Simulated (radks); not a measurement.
Species: Hg66+. Configuration: [Ne] 3s2 3p2.

Calculated with a radial shooting solver on a logarithmic mesh with Libxc functionals: scalar-relativistic Kohn-Sham, LB94 model potential, spin-polarised, spherical densities, finite nucleus; open shells are filled with parallel spins first (spin-orbit coupling, left out, can overturn this in heavy ions); Fermi nuclear charge, rms radius 5.4648 fm.

Energy parts (eV):
kinetic: 453125.49
electron-nucleus: -872167.78
Hartree: 33162.12
(The LB94 potential has no energy functional, so no total or exchange-correlation energy is given.)

Orbitals (lengths in bohr, moments of r in powers of bohr):
| orbital | occ. | eigenvalue (eV) | <r^4> |
|---|---|---|---|
| 1s up | 1 | -89140.75 | 3.962e-07 |
| 1s down | 1 | -89140.55 | 3.960e-07 |
| 2s up | 1 | -20304.45 | 0.00005455 |
| 2s down | 1 | -20302.42 | 0.00005462 |
| 2p up | 3 | -18311.48 | 0.00004371 |
| 2p down | 3 | -18306.13 | 0.00004380 |
| 3s up | 1 | -8230.802 | 0.001485 |
| 3s down | 1 | -8214.801 | 0.001480 |
| 3p up | 2 | -7648.660 | 0.001504 |
| 3p down | 0 | -7633.953 | 0.001499 |

The highest occupied level is 3p up at -7648.7 eV. The spin density at the nucleus is -102.5 e/bohr^3 (1s -110.7, 2s 240.2, 3s -232.0). For comparison, the ionisation energy in NIST's Atomic Spectra Database is 8010 eV (theoretical). In exact Kohn-Sham theory the highest level is minus the ionisation energy, but local and semilocal functionals leave it too shallow, through self-interaction and a potential that decays too fast; potentials with the right tail come closer.
